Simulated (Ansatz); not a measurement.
Relaxation of Ge4Te3 with RKS PBE0-D4/def2-SVP.

```sh
$ ansatz run in.yaml --threads 4 --pin off --events-out ev --progress --plain --max-ram 4787MiB
```

```yaml
crystal:
  periodic: [false, false, false]
  atoms:
    - {symbol: Ge, position_ang: [0.550590, -0.248790, 2.997200]}
    - {symbol: Ge, position_ang: [1.959480, -0.197180, 1.218460]}
    - {symbol: Ge, position_ang: [-1.237720, 0.580500, -0.997680]}
    - {symbol: Ge, position_ang: [1.866340, -1.936920, -0.308230]}
    - {symbol: Te, position_ang: [0.053150, -1.326500, -1.926980]}
    - {symbol: Te, position_ang: [-3.042070, 1.673080, -2.071350]}
    - {symbol: Te, position_ang: [-0.149780, 1.455810, 1.088580]}
basis:
  gaussian: {orbitals: def2-SVP}
hamiltonian: {xc: pbe0, dispersion: d4}
scf: {lower_state_search: "off"}
output: {orbitals: {seedname: orbitals}}
relax: {f_tol: 0.02, max_steps: 100}
```

Run time 7.4 min (4 threads of Intel Xeon on a shared host), peak host memory 1.1 GiB.

Positions (Å) and forces (eV/Å) at steps 1, 2, 3, 4, 5, 6, 7, 8, 9, 10, 11, 12, 13, 14, 15, 16, 17, 18, 19, 20 of 20:

```xyz
7
step=1 energy=-247901.0462 eV
Ge    0.551   -0.249    2.997   -0.762   -0.747    1.371
Ge    1.959   -0.197    1.218    1.041    1.092   -0.317
Ge   -1.238    0.581   -0.998   -0.746    0.140   -0.280
Ge    1.866   -1.937   -0.308    0.335   -1.132   -0.316
Te    0.053   -1.327   -1.927    0.011   -0.522   -0.674
Te   -3.042    1.673   -2.071   -0.050    0.065   -0.025
Te   -0.150    1.456    1.089    0.170    1.105    0.242
7
step=2 energy=-247901.3171 eV
Ge    0.510   -0.361    3.042   -0.263    0.060   -0.285
Ge    1.997   -0.137    1.218    0.063    0.674    0.071
Ge   -1.289    0.573   -1.000    0.190    0.029    0.159
Ge    1.914   -2.008   -0.296   -0.312   -0.171   -0.223
Te    0.061   -1.400   -1.999    0.062    0.144    0.363
Te   -3.081    1.687   -2.079   -0.031   -0.021   -0.016
Te   -0.112    1.645    1.114    0.292   -0.716   -0.069
7
step=3 energy=-247901.4868 eV
Ge    0.444   -0.467    2.892   -0.091    0.002   -0.358
Ge    2.101   -0.025    1.210    0.009    0.325    0.104
Ge   -1.308    0.589   -0.988    0.129    0.047    0.044
Ge    1.872   -2.007   -0.206   -0.200   -0.004   -0.041
Te    0.054   -1.388   -1.915    0.007   -0.043    0.161
Te   -3.101    1.692   -2.077   -0.017   -0.037    0.023
Te   -0.062    1.606    1.084    0.163   -0.290    0.067
7
step=4 energy=-247901.5851 eV
Ge    0.383   -0.558    2.731    0.055   -0.083   -0.298
Ge    2.175    0.077    1.210   -0.027    0.005    0.102
Ge   -1.284    0.597   -0.969    0.003    0.119   -0.087
Ge    1.815   -1.977   -0.135    0.027    0.015    0.080
Te    0.028   -1.416   -1.870   -0.041   -0.049    0.149
Te   -3.093    1.678   -2.056   -0.022   -0.030    0.042
Te   -0.024    1.600    1.089    0.005    0.022    0.010
7
step=5 energy=-247901.6532 eV
Ge    0.345   -0.655    2.566    0.031   -0.029   -0.235
Ge    2.219    0.132    1.208   -0.044   -0.021    0.099
Ge   -1.282    0.635   -0.977    0.067    0.088   -0.033
Ge    1.829   -1.979   -0.061   -0.005    0.134    0.041
Te    0.014   -1.437   -1.771   -0.084   -0.120    0.059
Te   -3.118    1.687   -2.044   -0.009   -0.042    0.026
Te   -0.007    1.618    1.080    0.044   -0.009    0.042
7
step=6 energy=-247901.7105 eV
Ge    0.302   -0.745    2.402   -0.042    0.067   -0.192
Ge    2.271    0.184    1.253   -0.102   -0.030    0.029
Ge   -1.250    0.666   -0.981    0.031    0.028   -0.072
Ge    1.821   -1.918   -0.020    0.139   -0.020   -0.067
Te   -0.048   -1.497   -1.706   -0.060    0.000    0.205
Te   -3.123    1.671   -2.030   -0.001   -0.011    0.028
Te    0.027    1.639    1.081    0.035   -0.033    0.069
7
step=7 energy=-247901.7717 eV
Ge    0.215   -0.792    2.233   -0.053   -0.038   -0.142
Ge    2.271    0.205    1.256    0.071   -0.031    0.116
Ge   -1.219    0.699   -0.974   -0.076    0.013   -0.071
Ge    1.900   -1.913   -0.021    0.032    0.161   -0.034
Te   -0.088   -1.542   -1.581   -0.086   -0.049    0.138
Te   -3.122    1.669   -2.001    0.016   -0.016   -0.004
Te    0.043    1.673    1.088    0.097   -0.040   -0.004
7
step=8 energy=-247901.8704 eV
Ge    0.142   -0.862    2.064   -0.150   -0.056   -0.254
Ge    2.323    0.220    1.340   -0.017   -0.023   -0.019
Ge   -1.217    0.737   -0.983   -0.051   -0.128   -0.075
Ge    1.968   -1.840   -0.033    0.067    0.081   -0.094
Te   -0.169   -1.596   -1.446   -0.008    0.013    0.309
Te   -3.144    1.669   -2.004    0.047    0.006    0.011
Te    0.096    1.672    1.063    0.112    0.107    0.121
7
step=9 energy=-247901.9966 eV
Ge    0.060   -0.913    1.894   -0.129   -0.180   -0.364
Ge    2.344    0.231    1.380   -0.042    0.001   -0.103
Ge   -1.211    0.753   -0.970   -0.063   -0.121   -0.102
Ge    2.038   -1.790   -0.053    0.004    0.095    0.008
Te   -0.225   -1.643   -1.311    0.045    0.103    0.435
Te   -3.141    1.670   -1.998    0.051    0.009    0.016
Te    0.136    1.693    1.058    0.135    0.093    0.111
7
step=10 energy=-247902.1348 eV
Ge   -0.007   -0.979    1.723    0.002   -0.252   -0.245
Ge    2.366    0.247    1.401   -0.133    0.058   -0.165
Ge   -1.210    0.771   -0.963   -0.042   -0.074   -0.100
Ge    2.094   -1.744   -0.056   -0.073    0.030    0.104
Te   -0.270   -1.672   -1.161    0.071    0.128    0.290
Te   -3.141    1.676   -2.000    0.045    0.012    0.019
Te    0.169    1.701    1.056    0.130    0.099    0.095
7
step=11 energy=-247902.0864 eV rejected
Ge   -0.018   -1.101    1.565   -0.058    0.012    1.123
Ge    2.359    0.304    1.323    0.110    0.244    0.087
Ge   -1.203    0.800   -0.970   -0.017    0.099    0.060
Ge    2.113   -1.745    0.013    0.090   -0.154   -0.129
Te   -0.288   -1.664   -1.010   -0.147   -0.280   -1.032
Te   -3.131    1.699   -2.011    0.020    0.005   -0.020
Te    0.167    1.707    1.089    0.003    0.074   -0.089
7
step=12 energy=-247902.1729 eV
Ge   -0.026   -1.060    1.674    0.160   -0.013   -0.077
Ge    2.371    0.305    1.334   -0.102   -0.062   -0.035
Ge   -1.206    0.784   -0.968   -0.023    0.008    0.016
Ge    2.102   -1.756   -0.020   -0.037    0.088    0.121
Te   -0.274   -1.668   -1.092   -0.049   -0.034   -0.024
Te   -3.127    1.698   -2.011    0.020    0.009   -0.012
Te    0.160    1.697    1.083    0.030    0.003    0.011
7
step=13 energy=-247902.1434 eV rejected
Ge    0.062   -1.082    1.638   -0.558   -0.151    0.466
Ge    2.337    0.303    1.317    0.334    0.323    0.054
Ge   -1.211    0.780   -0.959   -0.015    0.012    0.033
Ge    2.071   -1.741    0.020    0.279   -0.216   -0.332
Te   -0.296   -1.680   -1.086   -0.038   -0.011   -0.136
Te   -3.109    1.713   -2.025    0.020    0.008   -0.020
Te    0.147    1.707    1.095   -0.022    0.036   -0.066
7
step=14 energy=-247902.1794 eV
Ge    0.013   -1.082    1.686    0.067    0.001   -0.040
Ge    2.368    0.320    1.314   -0.052   -0.025   -0.025
Ge   -1.221    0.777   -0.955   -0.004   -0.013    0.032
Ge    2.098   -1.742   -0.028   -0.022    0.048    0.052
Te   -0.298   -1.681   -1.073   -0.020   -0.007   -0.006
Te   -3.100    1.720   -2.045    0.017    0.008   -0.012
Te    0.140    1.688    1.101    0.015   -0.012    0.000
7
step=15 energy=-247902.1803 eV
Ge    0.029   -1.096    1.685    0.060   -0.011    0.029
Ge    2.375    0.339    1.303   -0.075   -0.042   -0.045
Ge   -1.243    0.754   -0.924   -0.017    0.016   -0.057
Ge    2.090   -1.717   -0.038    0.034   -0.020    0.014
Te   -0.319   -1.702   -1.064   -0.005    0.060    0.031
Te   -3.066    1.743   -2.073    0.030   -0.012    0.017
Te    0.133    1.679    1.112   -0.025    0.009    0.011
7
step=16 energy=-247902.1850 eV
Ge    0.077   -1.118    1.716    0.002   -0.010    0.016
Ge    2.362    0.354    1.262    0.006    0.001   -0.004
Ge   -1.258    0.751   -0.912    0.001   -0.003    0.012
Ge    2.093   -1.707   -0.068    0.005    0.000   -0.004
Te   -0.346   -1.710   -1.025   -0.010    0.018    0.000
Te   -3.021    1.767   -2.123    0.011   -0.001   -0.003
Te    0.094    1.661    1.149   -0.016   -0.005   -0.017
7
step=17 energy=-247902.1852 eV
Ge    0.123   -1.145    1.745   -0.039    0.022   -0.016
Ge    2.362    0.373    1.232   -0.001    0.034    0.001
Ge   -1.289    0.743   -0.890   -0.032    0.018   -0.024
Ge    2.093   -1.687   -0.093   -0.017   -0.018   -0.043
Te   -0.376   -1.717   -0.989    0.011   -0.029   -0.001
Te   -2.978    1.798   -2.179    0.078   -0.046    0.055
Te    0.064    1.636    1.174    0.000    0.019    0.028
7
step=18 energy=-247902.1850 eV rejected
Ge    0.143   -1.151    1.758   -0.006    0.008   -0.024
Ge    2.348    0.391    1.196    0.022    0.032    0.033
Ge   -1.282    0.732   -0.868   -0.120    0.056   -0.048
Ge    2.087   -1.673   -0.127   -0.049    0.002   -0.011
Te   -0.404   -1.738   -0.968    0.035    0.034    0.033
Te   -2.925    1.803   -2.205    0.098   -0.056    0.068
Te    0.033    1.637    1.215    0.020   -0.077   -0.052
7
step=19 energy=-247902.1868 eV
Ge    0.125   -1.143    1.746    0.000   -0.003    0.003
Ge    2.358    0.382    1.220   -0.001   -0.002   -0.007
Ge   -1.287    0.734   -0.877   -0.003    0.002   -0.003
Ge    2.088   -1.679   -0.112   -0.005    0.007    0.002
Te   -0.387   -1.728   -0.981    0.004   -0.001    0.001
Te   -2.949    1.796   -2.186    0.005   -0.001    0.001
Te    0.053    1.637    1.189    0.001   -0.002    0.002
7
step=20 energy=-247902.1869 eV
Ge    0.134   -1.148    1.752    0.001   -0.001   -0.003
Ge    2.356    0.388    1.211   -0.002    0.000   -0.004
Ge   -1.292    0.731   -0.870   -0.017    0.009   -0.010
Ge    2.087   -1.673   -0.122   -0.009    0.006    0.003
Te   -0.396   -1.732   -0.972    0.008    0.000    0.004
Te   -2.934    1.801   -2.198    0.014   -0.007    0.009
Te    0.044    1.633    1.199    0.006   -0.008   -0.001
```

In the def2 sets Te takes a core potential; there is no spin–orbit coupling. Another isomer (singlet) lies 0.61 eV lower at PBE0-D4/def2-TZVP; other spin states weren't run for this one.
